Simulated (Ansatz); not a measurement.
Total energies of CH$_{3}$InOSe.

```xyz
7

O     0.233    1.207    1.651
C     0.061    0.717    0.446
Se   -0.149    1.805   -0.976
In   -0.126   -1.010   -0.903
H     0.327    0.482    2.281
H     1.375   -1.593   -1.473
H    -1.721   -1.607   -1.027
```

The species carries charge 0 and has multiplicity 1. Correlated methods include outer-core shells of In, Se, which these sets cover unevenly. Scalar relativity is left out up to krypton. In: def2 effective core potential. The bonds changed during the relaxation, so this is another structure than the one it started from. The geometry is a stationary point of PBE0-D4/def2-TZVP. It is one conformer, not always the lowest. Basis def2-TZVPP, Ansatz 0.2.0.

RPA on PBE orbitals: Hartree–Fock energy of these orbitals -2703.45185 Eh, correlation -1.44580 Eh (frozen core).

| functional | kind | energy without D4 (Eh) | D4 term (kJ/mol) |
| --- | --- | --- | --- |
| PBE | GGA | -2706.34114 | -16.8 |
| revPBE | GGA | -2706.64614 | -42.4 |
| r2SCAN | meta-GGA | -2706.82753 | -3.7 |
| B97M-V | meta-GGA with VV10 | -2706.37028 | – |
| PBE0 | global hybrid, 25 % exact exchange | -2706.41228 | -14.3 |
| B3LYP | global hybrid, 20 % | -2706.92741 | -27.7 |
| r2SCANh | meta-GGA hybrid, 10 % | -2706.80133 | -4.1 |
| r2SCAN0 | meta-GGA hybrid, 25 % | -2706.76379 | -4.6 |
| HSE06 (plane-wave form) | screened hybrid | -2706.40871 | -13.6 |
| BHLYP | global hybrid, 50 % | -2706.66087 | -25.5 |
| CAM-B3LYP | range-separated hybrid | -2706.87578 | -14.9 |
| ωB97M-V | range-separated hybrid meta-GGA with VV10 | -2706.59670 | – |
| B2PLYP | double hybrid | -2706.14746 | – |
| PBE-QIDH | double hybrid | -2705.87044 | – |

Problem. Give the same for LDA (SPW92), BLYP, LC-ωPBE, ωB97X-V. (Estimate.)

Solution. Ansatz gave: 
```
 functional                                  kind  energy without D4 (Eh)  D4 term (kJ/mol)
LDA (SPW92)                                   LDA             -2702.19420                 –
       BLYP                                   GGA             -2706.79167             -35.9
    LC-ωPBE           long-range corrected hybrid             -2706.44481                 –
    ωB97X-V  range-separated hybrid GGA with VV10             -2706.54124                 –
```

B3LYP takes the VWN-RPA correlation (the form of Gaussian; ORCA's B3LYP/G). HSE06 is the plane-wave form, built on full-range PBE exchange. The double hybrids freeze the cores in their second-order part.

LC-ωPBE has ω = 0.4 bohr⁻¹.
